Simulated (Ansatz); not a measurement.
Diatomic TiH, multiplicity 4 (the spin of the measured ground state). No spin–orbit coupling. Ti is treated without relativity. The T1 diagnostic near the minimum is 0.056, so single-reference values are doubtful.

Constants: fifth-degree fit in 1/R to seven points, most abundant isotopes. In def2 and cc sets the state is the lowest found near the PBE0 minimum, followed along R.

Run with Ansatz (a first-principles code) with Gaussian orbitals. 

Energies at wB97M-V/def2-TZVPP:

```tsv
R (Å)	E (hartree)
1.632707	-849.87801238
1.676597	-849.87989883
1.716976	-849.88086912
1.762621	-849.88120548
1.808267	-849.88085000
1.860935	-849.87971587
1.922381	-849.87758616
```

**Question.** With a reduced mass of 0.9871 u, find the minimum, the force constant and the constants.

**Answer.** A fifth-degree polynomial in 1/R puts the minimum at r_e = 1.7608 Å with force constant 145 N/m. Then ω_e = (1/2πc)√(k/μ) = 1581 cm⁻¹ and B_e = h/(8π²cμr_e²) = 5.509 cm⁻¹; the cubic and quartic terms give α_e = 0.12 and ω_e x_e = 21 cm⁻¹.
